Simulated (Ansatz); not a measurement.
Ansatz (an electronic-structure program) input (PBE0/def2-TZVP):

Ansatz 0.2 input:
```yaml
crystal:
  periodic: [false, false, false]
  atoms:
    - {symbol: I, position_ang: [-0.00000000, -0.00000000, -1.66521062]}
    - {symbol: I, position_ang: [0.00000000, 0.00000000, 1.66521062]}
basis:
  gaussian:
    orbitals: def2-TZVP
hamiltonian:
  xc: {name: PBE0}
total_charge: -1
magnetization: {spin_polarized: true, initial_magnetization: 1}
relax: {f_tol: 0.003, max_steps: 100}
```

Output:

```
Functional definition: PBE0
integrals: 0.03 GiB planned
836 factors; their error is unknown
mean field: 0.43 GiB planned
mean field evaluation 1: about -16204.8448 eV, gradient 1.1e1 eV
mean field evaluation 2: about -16204.8226 eV, gradient 1.2e1 eV
mean field evaluation 4: about -16205.2872 eV, gradient 3.0e-1 eV
mean field evaluation 8: about -16205.8619 eV, gradient 1.1e-2 eV
mean field evaluation 16: about -16205.1415 eV, gradient 4.7e0 eV
mean field -16205.86191951 eV, -595.5544408143 hartree, gradient 5.5e-6 eV, S^2 0.753951; 1 other end points of the search recorded, 0 dependent functions left out
the calculation of the forces begins
reference -16205.86194007 eV, -595.5544415697 hartree; 26, 25 occupied and 74, 75 virtual orbitals, 836 factors
relax step   1: F+E_penalty+E_count = -16205.86191951 eV  Δ(F+E_penalty+E_count) = +0.000e0 eV  max|allowed force component| = 1.756e-1 eV/Å  Δτ_max = 0.0000 Å  (37 SCF iters, accepted)
these checks for a lower state are left out or cut short: starts, cluster_reference, orbital_swaps, neighbouring_geometries, increment
integrals: 0.03 GiB planned
836 factors; their error is unknown
mean field: 0.43 GiB planned
mean field -16205.86584632 eV, -595.5545851217 hartree, gradient 5.9e-6 eV, S^2 0.753920; 0 other end points of the search recorded, 0 dependent functions left out
the calculation of the forces begins
reference -16205.86586684 eV, -595.5545858759 hartree; 26, 25 occupied and 74, 75 virtual orbitals, 836 factors
relax step   2: F+E_penalty+E_count = -16205.86584632 eV  Δ(F+E_penalty+E_count) = -3.927e-3 eV  max|allowed force component| = 1.292e-1 eV/Å  Δτ_max = 0.0128 Å  (34 SCF iters, accepted)
these checks for a lower state are left out or cut short: starts, cluster_reference, orbital_swaps, neighbouring_geometries, increment
integrals: 0.03 GiB planned
836 factors; their error is unknown
mean field: 0.43 GiB planned
mean field evaluation 32: about -16205.8697 eV, gradient 2.0e-3 eV
mean field -16205.86972579 eV, -595.5547276897 hartree, gradient 4.7e-6 eV, S^2 0.753833; 0 other end points of the search recorded, 0 dependent functions left out
the calculation of the forces begins
reference -16205.86974623 eV, -595.5547284409 hartree; 26, 25 occupied and 74, 75 virtual orbitals, 836 factors
relax step   3: F+E_penalty+E_count = -16205.86972579 eV  Δ(F+E_penalty+E_count) = -3.879e-3 eV  max|allowed force component| = 2.774e-2 eV/Å  Δτ_max = 0.0357 Å  (34 SCF iters, accepted)
these checks for a lower state are left out or cut short: starts, cluster_reference, orbital_swaps, neighbouring_geometries, increment
integrals: 0.03 GiB planned
836 factors; their error is unknown
mean field: 0.43 GiB planned
mean field -16205.86988000 eV, -595.5547333568 hartree, gradient 6.6e-6 eV, S^2 0.753848; 0 other end points of the search recorded, 0 dependent functions left out
the calculation of the forces begins
reference -16205.86990045 eV, -595.5547341085 hartree; 26, 25 occupied and 74, 75 virtual orbitals, 836 factors
relax step   4: F+E_penalty+E_count = -16205.86988000 eV  Δ(F+E_penalty+E_count) = -1.542e-4 eV  max|allowed force component| = 2.423e-3 eV/Å  Δτ_max = 0.0061 Å  (34 SCF iters, accepted)
integrals: 0.03 GiB planned
836 factors; their error is unknown
mean field: 0.43 GiB planned
mean field evaluation 64: about -16205.0790 eV, gradient 4.9e0 eV
mean field -16205.86988000 eV, -595.5547333568 hartree, gradient 6.4e-6 eV, S^2 0.753848; 2 other end points of the search recorded, 0 dependent functions left out
the calculation of the forces begins
reference -16205.86990045 eV, -595.5547341085 hartree; 26, 25 occupied and 74, 75 virtual orbitals, 836 factors
Total energy: -16205.86990045 eV, -595.5547341085 hartree
Atom 0 at     0.000000    -0.000000    -1.622800 Å, force    -0.000000    -0.000000     0.002423 eV/Å
Atom 1 at    -0.000000     0.000000     1.622800 Å, force     0.000000     0.000000    -0.002423 eV/Å
Dipole moment:     0.000000     0.000000     0.000000 e Å
```
